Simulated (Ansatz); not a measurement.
Cartesian coordinates in Å:
```
C -1.9775 -1.3798 2.3415
C -1.1102 -2.3685 1.5797
C -0.2299 -3.1690 2.5269
N -0.3155 -1.6463 0.5967
Hf -0.2601 0.3493 0.2315
F -2.0053 1.0098 -0.2564
F 0.2613 1.3320 1.8072
N 1.0751 0.6277 -1.2713
C 1.4799 1.8724 -1.9086
C 1.2178 1.8414 -3.4063
C 0.7489 3.0299 -1.2483
H -2.6081 -1.8919 3.0702
H -1.3560 -0.6650 2.8939
H -2.6411 -0.8281 1.6676
H -1.7804 -3.0699 1.0604
H 0.4291 -2.5001 3.0871
H -0.8340 -3.7385 3.2384
H 0.3949 -3.8775 1.9762
H 0.2903 -2.2784 0.0851
H 1.5324 -0.1670 -1.7047
H 2.5583 2.0261 -1.7530
H 1.5585 2.7638 -3.8844
H 0.1483 1.7232 -3.6009
H 1.7425 1.0063 -3.8785
H -0.3344 2.9347 -1.3893
H 1.0499 3.9837 -1.6847
H 0.9653 3.0797 -0.1761
```

Total charge 0; spin multiplicity 1. Hf: def2 effective core potential.

Task: List the CAM-B3LYP/def2-TZVPP orbital energies in eV (Ansatz). (An estimate is asked.)

Result: Computed: Occupied: -672.26, -672.26, -390.76, -390.76, -279.77, -279.77, -278.64, -278.64, -278.50, -278.50, -69.64, -38.54, -38.40, -38.00, -32.24, -31.88, -26.12, -26.00, -22.53, -22.51, -21.11, -21.08, -17.81, -17.72, -15.55, -15.34, -14.35, -14.27, -13.81, -13.79, -13.40, -13.34, -13.03, -12.90, -12.86, -12.49, -12.46, -12.36, -12.14, -11.95, -11.73, -11.63, -11.42, -11.41, -10.72, -10.59, -8.35, -8.35. Lowest empty: 0.69, 0.89, 1.82, 2.08, 2.18, 2.38, 2.52, 2.59.
